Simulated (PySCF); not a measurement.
**Two-component Hartree-Fock for Zr⁺ (zirconium, charge +1)**

Start: [Kr] 4d1 5s1 5p1; 4d5/2 filled at m_j = +5/2; 5s1/2 filled at m_j = +1/2; 5p3/2 filled at m_j = +3/2. Calculated with PySCF 2.14 in x2c-TZVPall-2c: generalised Hartree-Fock with the X2C-1e Hamiltonian and a Gaussian nucleus; one run each with spin-orbit coupling (SO) switched off, then screened by Boettger's factors. This is a chosen level, not necessarily the ground level.

| spinor shell | electrons | ε, spin-free (eV) | ε, screened SO (eV) | weight of nominal j (screened SO) | rms radius, screened SO (bohr) |
| --- | --- | --- | --- | --- | --- |
| 1s1/2 | 2 | -18109.0 | -18108.3 | 1.000 | 0.0426 |
| 2s1/2 | 2 | -2590.9 | -2590.7 | 1.000 | 0.176 |
| 2p1/2 | 2 | -2305.5 | -2364.7 | 1.000 | 0.154 |
| 2p3/2 | 4 | -2305.5 | -2277.6 | 1.000 | 0.158 |
| 3s1/2 | 2 | -465.24 | -465.27 | 1.000 | 0.488 |
| 3p1/2 | 2 | -369.55 | -379.44 | 1.000 | 0.489 |
| 3p3/2 | 4 | -369.55 | -364.99 | 1.000 | 0.499 |
| 3d3/2 | 4 | -212.30 | -213.85 | 0.997 | 0.493 |
| 4s1/2 | 2 | -78.979 | -79.047 | 1.000 | 1.29 |
| 4p3/2 | 4 | -51.155 | -50.717 | 0.957 | 1.46 |
| 4p1/2 | 2 | -51.155 | -52.314 | 0.914 | 1.44 |
| 4d5/2 | 1 | -18.307 | -18.284 | 1.000 | 2.22 |
| 5s1/2 | 1 | -15.032 | -15.044 | 0.911 | 3.47 |
| 5p3/2 | 1 | -10.412 | -10.371 | 1.000 | 4.29 |

(1) Where does 3d5/2 lie, and what is the 3d spin-orbit splitting (screened SO)?

```
   quantity    spin-free  screened SO
E (hartree)  -3595.66245  -3596.00502
        M_J          9/2          9/2
       ⟨J²⟩       25.334       25.240
       ⟨L²⟩       12.583       12.551
       ⟨S²⟩        3.751        3.756
```

The determinant has a definite M_J but mixes levels of different J.

Each row is a mean over spinors that exchange with the open shell spreads, by up to 3.958 eV (4p3/2).

Breit and QED terms are absent; they matter most for the inner s and p1/2 levels.

Densities and radii are taken from the X2C orbitals without a picture-change correction, which distorts them close to the nucleus.

Without spin-orbit coupling the j labels of p, d and f shells carry no meaning; the spin-free column gives the mean over the occupied spinors of each nl shell, and its ⟨J²⟩ belongs to a mixture of degenerate components.

## Answers

(1) At -211.37 eV, 2.476 eV above 3d3/2.
